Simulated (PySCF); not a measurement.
C₃H₁₀BeOSi (SMILES C[CH](C)[Be][O][SiH3]), singlet, geometry from GFN2-xTB (such geometries of metal compounds can be far from the true shape), atoms displaced at random by about 0.08 Å a coordinate; PySCF with PBE0/STO-3G, gradient by finite differences.

Input for PySCF:
```python
from pyscf import gto, scf, dft

mol = gto.M(
    atom='''
Be   -0.062276    0.234212    0.436343
C    -0.884319   -0.372459    1.866867
C    -0.534348   -1.740120    2.140979
C    -2.292692   -0.041151    1.673479
H    -0.491459    0.378459    2.535349
H    -0.859967   -2.159572    3.170457
H    -0.847404   -2.487596    1.406564
H     0.666528   -1.872192    2.286641
H    -2.574009    0.888359    1.416406
H    -2.792499   -0.533985    2.461382
H    -2.620873   -0.673876    0.821345
O     0.578755    0.603116   -1.022429
Si    1.435093    0.876989   -2.410704
H     0.610297    0.578650   -3.558069
H     2.681377    0.183819   -2.306942
H     1.654011    2.305452   -2.307578
''',
    basis='sto-3g',
    charge=0,
    spin=0,
    verbose=4,
)

mf = dft.RKS(mol)
mf.xc = 'pbe0'
mf.conv_tol = 1e-11
mf.kernel()
scan, done = mf.as_scanner(), []
scan.scf_summary = {}
def energy(d):
    c = mol.atom_coords()
    c[0, 2] += d
    e = scan(mol.set_geom_(c, unit='Bohr', inplace=False))
    done.append(scan.converged)
    return e
h = 0.05
fd = (energy(h) - energy(-h)) / (2 * h)
print('dE/dx =', fd)
```

The log (banner, timings and long lists left out):

```
PySCF version 2.14.0

[INPUT] verbose = 4
[INPUT] num. atoms = 16
[INPUT] num. electrons = 54
[INPUT] charge = 0
[INPUT] spin (= nelec alpha-beta = 2S) = 0
[INPUT] symmetry False subgroup None
[INPUT] Mole.unit = angstrom
[INPUT] Symbol           X                Y                Z      unit          X                Y                Z       unit  Magmom
[...]
nuclear repulsion = 244.489238912929
number of shells = 30
number of NR pGTOs = 132
number of NR cGTOs = 44
basis = sto-3g
ecp = {}

******** <class 'pyscf.dft.rks.RKS'> ********
method = RKS
initial guess = minao
damping factor = 0
level_shift factor = 0
DIIS = <class 'pyscf.scf.diis.CDIIS'>
diis_start_cycle = 1
diis_space = 8
diis_damp = 0
SCF conv_tol = 1e-11
SCF conv_tol_grad = None
SCF max_cycles = 50
direct_scf = True
direct_scf_tol = 1e-13
XC library pyscf.dft.libxc version 7.1.2
    S. Lehtola, C. Steigemann, M. J. T. Oliveira, and M. A. L. Marques,  SoftwareX 7, 1–5 (2018)
XC functionals = pbe0
    C. Adamo and V. Barone,  J. Chem. Phys. 110, 6158 (1999)
    M. Ernzerhof and G. E. Scuseria,  J. Chem. Phys. 110, 5029 (1999)
radial grids:
    Treutler-Ahlrichs [JCP 102, 346 (1995); DOI:10.1063/1.469408] (M4) radial grids

becke partition: Becke, JCP 88, 2547 (1988); DOI:10.1063/1.454033
pruning grids: <function nwchem_prune>
grids dens level: 3
symmetrized grids: False
atomic radii adjust function: <function treutler_atomic_radii_adjust>
small_rho_cutoff = 0
Set gradient conv threshold to 3.16228e-06
Initial guess from minao.
tot grids = 187424
init E= -493.638877714477
[...]
cycle= 1 E= -493.266337152356  delta_E= 0.373  |g|= 0.666  |ddm|= 4.75
[...]
cycle= 2 E= -491.674566137574  delta_E= 1.59  |g|= 2.62  |ddm|= 3.06
[...]
cycle= 3 E= -493.429688149493  delta_E= -1.76  |g|= 0.184  |ddm|= 2.25
[...]
cycle= 4 E= -493.439527765406  delta_E= -0.00984  |g|= 0.0712  |ddm|= 0.299
[...]
cycle= 5 E= -493.441072391476  delta_E= -0.00154  |g|= 0.0138  |ddm|= 0.0822
[...]
cycle= 6 E= -493.44114642834  delta_E= -7.4e-05  |g|= 0.00231  |ddm|= 0.0234
[...]
cycle= 7 E= -493.441148011335  delta_E= -1.58e-06  |g|= 0.000601  |ddm|= 0.00356
[...]
cycle= 8 E= -493.441148125065  delta_E= -1.14e-07  |g|= 0.000189  |ddm|= 0.0008
[...]
cycle= 9 E= -493.441148135773  delta_E= -1.07e-08  |g|= 5.1e-05  |ddm|= 0.000198
[...]
cycle= 10 E= -493.441148136606  delta_E= -8.33e-10  |g|= 2.92e-06  |ddm|= 6.47e-05
[...]
cycle= 11 E= -493.44114813661  delta_E= -3.87e-12  |g|= 7.79e-07  |ddm|= 5.49e-06
[...]
Extra cycle  E= -493.44114813661  delta_E= -5.68e-13  |g|= 6.62e-07  |ddm|= 1.89e-06
converged SCF energy = -493.44114813661
Create scanner for <class 'pyscf.dft.rks.RKS'>

WARN: Mole.unit (angstrom) is changed to Bohr

New geometry
   1 Be    -0.062276000000   0.234212000000   0.462801860546 AA   -0.117684584133   0.442596535087   0.874568766371 Bohr
   2 C     -0.884319000000  -0.372459000000   1.866867000000 AA   -1.671120716749  -0.703845502629   3.527867340988 Bohr
   3 C     -0.534348000000  -1.740120000000   2.140979000000 AA   -1.009771375209  -3.288350223878   4.045863948445 Bohr
   4 C     -2.292692000000  -0.041151000000   1.673479000000 AA   -4.332559967981  -0.077764119752   3.162416985211 Bohr
   5 H     -0.491459000000   0.378459000000   2.535349000000 AA   -0.928722911453   0.715183859377   4.791115240190 Bohr
   6 H     -0.859967000000  -2.159572000000   3.170457000000 AA   -1.625102106164  -4.080999626279   5.991295419710 Bohr
   7 H     -0.847404000000  -2.487596000000   1.406564000000 AA   -1.601361476861  -4.700875148564   2.658020736673 Bohr
   8 H      0.666528000000  -1.872192000000   2.286641000000 AA    1.259555374354  -3.537930132602   4.321125235202 Bohr
   9 H     -2.574009000000   0.888359000000   1.416406000000 AA   -4.864172052166   1.678755210292   2.676619421191 Bohr
  10 H     -2.792499000000  -0.533985000000   2.461382000000 AA   -5.277058313122  -1.009085404626   4.651337867934 Bohr
[...]
converged SCF energy = -493.434026086849

WARN: Mole.unit (angstrom) is changed to Bohr

New geometry
   1 Be    -0.062276000000   0.234212000000   0.409884139454 AA   -0.117684584133   0.442596535087   0.774568766371 Bohr
   2 C     -0.884319000000  -0.372459000000   1.866867000000 AA   -1.671120716749  -0.703845502629   3.527867340988 Bohr
   3 C     -0.534348000000  -1.740120000000   2.140979000000 AA   -1.009771375209  -3.288350223878   4.045863948445 Bohr
   4 C     -2.292692000000  -0.041151000000   1.673479000000 AA   -4.332559967981  -0.077764119752   3.162416985211 Bohr
   5 H     -0.491459000000   0.378459000000   2.535349000000 AA   -0.928722911453   0.715183859377   4.791115240190 Bohr
   6 H     -0.859967000000  -2.159572000000   3.170457000000 AA   -1.625102106164  -4.080999626279   5.991295419710 Bohr
   7 H     -0.847404000000  -2.487596000000   1.406564000000 AA   -1.601361476861  -4.700875148564   2.658020736673 Bohr
   8 H      0.666528000000  -1.872192000000   2.286641000000 AA    1.259555374354  -3.537930132602   4.321125235202 Bohr
   9 H     -2.574009000000   0.888359000000   1.416406000000 AA   -4.864172052166   1.678755210292   2.676619421191 Bohr
  10 H     -2.792499000000  -0.533985000000   2.461382000000 AA   -5.277058313122  -1.009085404626   4.651337867934 Bohr
  11 H     -2.620873000000  -0.673876000000   0.821345000000 AA   -4.952732177267  -1.273441081917   1.552117103781 Bohr
  12 O      0.578755000000   0.603116000000  -1.022429000000 AA    1.093688443223   1.139724061343  -1.932110791813 Bohr
  13 Si     1.435093000000   0.876989000000  -2.410704000000 AA    2.711932733280   1.657269024256  -4.555570327393 Bohr
  14 H      0.610297000000   0.578650000000  -3.558069000000 AA    1.153294184644   1.093490021980  -6.723775942305 Bohr
  15 H      2.681377000000   0.183819000000  -2.306942000000 AA    5.067068166708   0.347367566491  -4.359488565256 Bohr
  16 H      1.654011000000   2.305452000000  -2.307578000000 AA    3.125627797018   4.356672873331  -4.360690431072 Bohr

******** <class 'pyscf.scf.hf.RKS_Scanner'> ********
method = RKS_Scanner
initial guess = minao
damping factor = 0
level_shift factor = 0
DIIS = <class 'pyscf.scf.diis.CDIIS'>
diis_start_cycle = 1
diis_space = 8
diis_damp = 0
SCF conv_tol = 1e-11
SCF conv_tol_grad = None
SCF max_cycles = 50
direct_scf = True
direct_scf_tol = 1e-13
XC library pyscf.dft.libxc version 7.1.2
    S. Lehtola, C. Steigemann, M. J. T. Oliveira, and M. A. L. Marques,  SoftwareX 7, 1–5 (2018)
XC functionals = pbe0
    C. Adamo and V. Barone,  J. Chem. Phys. 110, 6158 (1999)
    M. Ernzerhof and G. E. Scuseria,  J. Chem. Phys. 110, 5029 (1999)
radial grids:
    Treutler-Ahlrichs [JCP 102, 346 (1995); DOI:10.1063/1.469408] (M4) radial grids

becke partition: Becke, JCP 88, 2547 (1988); DOI:10.1063/1.454033
pruning grids: <function nwchem_prune>
grids dens level: 3
symmetrized grids: False
atomic radii adjust function: <function treutler_atomic_radii_adjust>
small_rho_cutoff = 0
Set gradient conv threshold to 3.16228e-06
tot grids = 187424
init E= -493.455270601582
[...]
cycle= 1 E= -493.446790355356  delta_E= 0.00848  |g|= 0.0566  |ddm|= 0.0908
[...]
cycle= 2 E= -493.444421103483  delta_E= 0.00237  |g|= 0.101  |ddm|= 0.19
[...]
cycle= 3 E= -493.447806681531  delta_E= -0.00339  |g|= 0.00212  |ddm|= 0.125
[...]
cycle= 4 E= -493.447808509521  delta_E= -1.83e-06  |g|= 0.000405  |ddm|= 0.00382
[...]
cycle= 5 E= -493.447808570626  delta_E= -6.11e-08  |g|= 0.000113  |ddm|= 0.000788
[...]
cycle= 6 E= -493.447808574746  delta_E= -4.12e-09  |g|= 2e-05  |ddm|= 0.000185
[...]
cycle= 7 E= -493.447808574915  delta_E= -1.69e-10  |g|= 3.91e-06  |ddm|= 4.25e-05
[...]
cycle= 8 E= -493.447808574923  delta_E= -7.5e-12  |g|= 1.1e-06  |ddm|= 8.36e-06
[...]
Extra cycle  E= -493.447808574922  delta_E= 9.09e-13  |g|= 1.11e-06  |ddm|= 3.32e-06
converged SCF energy = -493.447808574922
dE/dx = 0.13782488072649812
```
